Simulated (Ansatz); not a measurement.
## GeI4 (germanium tetraiodide): entropy by statistical mechanics

A singlet with charge 0, relaxed at PBE0-D4/def2-TZVP (core potential) (Ansatz 0.2.0):

```xyz
5

I    -1.1174   -0.0006    2.2391
Ge    0.0000    0.0000    0.0000
I     2.1117   -1.3374    0.1212
I    -1.5334   -1.0142   -1.6978
I     0.5392    2.3521   -0.6626
```

Harmonic wavenumbers in cm⁻¹: 53, 53, 79, 79, 79, 164, 272, 272, 272.

Masses in u: I 126.904, Ge 72.63. Take T = 298.15 K, p = 1 bar, R = 8.3145 J/(mol K), kT/hc = 207.22 cm⁻¹, rigid rotor and harmonic oscillator.

Work out S° at 298 K.


1. Translation (Sackur–Tetrode): S = R[3/2 ln M + 5/2 ln T − 1.1517] with M = 580.246 gives 188.2 J/(mol K).
2. Rotation: principal moments 2119.214, 2119.245, 2119.266 u Å² give A, B, C = 0.008, 0.008, 0.008 cm⁻¹; the symmetry number is σ = 12; q = (√π/σ)√((kT/hc)³/ABC) = 615753; S = R(ln q + 3/2) = 123.3.
3. Vibration: with u = ν̃/207.22, each mode gives R[u/(eᵘ − 1) − ln(1 − e⁻ᵘ)]; the sum is 118.8, most from 53 cm⁻¹ (19.7), 53 cm⁻¹ (19.7), 79 cm⁻¹ (16.4).
4. Electronic: R ln 1 = 0.0, from the spin multiplicity alone.
5. Sum: 188.2 + 123.3 + 118.8 + 0.0 = 430.3 J/(mol K).

No measured value is set beside it here.
